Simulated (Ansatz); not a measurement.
Abridged output of a molecular run in Ansatz:

```
Functional definition: HF
1184 factors; integrals over basis functions are off by at most 9.2e-4 eV
mean field evaluation 1: about -5855.7205 eV, gradient 3.9e1 eV
mean field evaluation 2: about -5855.7234 eV, gradient 3.9e1 eV
mean field evaluation 4: about -5858.7360 eV, gradient 3.6e0 eV
mean field evaluation 8: about -5858.7756 eV, gradient 2.5e-4 eV
mean field -5858.77558153 eV, -215.3060314004 hartree, gradient 1.5e-6 eV, S^2 0.000000; 0 other end points of the search recorded, 0 dependent functions left out
4 core orbitals not correlated: weight in the atoms' cores, before any rotation towards them, 1.000 or more for the frozen orbitals, at most 0.000 for the correlated occupied ones
reference -5858.77558153 eV, -215.3060314004 hartree; 12, 12 occupied and 178, 178 virtual orbitals, 1184 factors
second order -20.40100389 eV of doubles, -0.00000000 eV of singles
cycle   1  -20.53508753 eV  change   -1.3e-1 eV  update   9.7e-2
cycle   2  -21.02815679 eV  change   -4.9e-1 eV  update   2.8e-2
cycle   3  -21.14475783 eV  change   -1.2e-1 eV  update   1.6e-2
cycle   4  -21.12921341 eV  change    1.6e-2 eV  update   4.3e-3
cycle   5  -21.12912253 eV  change    9.1e-5 eV  update   2.3e-3
cycle   6  -21.13012711 eV  change   -1.0e-3 eV  update   6.3e-4
cycle   7  -21.12978132 eV  change    3.5e-4 eV  update   2.4e-4
cycle   8  -21.12967011 eV  change    1.1e-4 eV  update   6.4e-5
cycle   9  -21.12968650 eV  change   -1.6e-5 eV  update   2.5e-5
perturbative correction -0.76516794 eV, -0.0281194032 hartree
Total energy: -5880.67043597 eV, -216.1106524603 hartree
```

Its atoms:

Cartesian coordinates in Å:
```
B 0.490 1.420 0.474
O 0.582 0.348 -0.331
C -0.463 -0.604 -0.419
O -0.142 -1.757 0.271
H -0.517 1.616 1.100
H 1.435 2.151 0.517
H -0.618 -0.790 -1.487
H -1.373 -0.206 0.037
H 0.606 -2.179 -0.161
```

Which basis set was used?
A. cc-pV(D+d)Z
B. def2-SVP
C. def2-TZVPPD
D. def2-TZVPP

D. It gives 194 functions.

Write the keys of the input that set method, charge and spin (a neutral closed shell needs none for the last two).


```yaml
correlation: {method: ccsd_t}
```
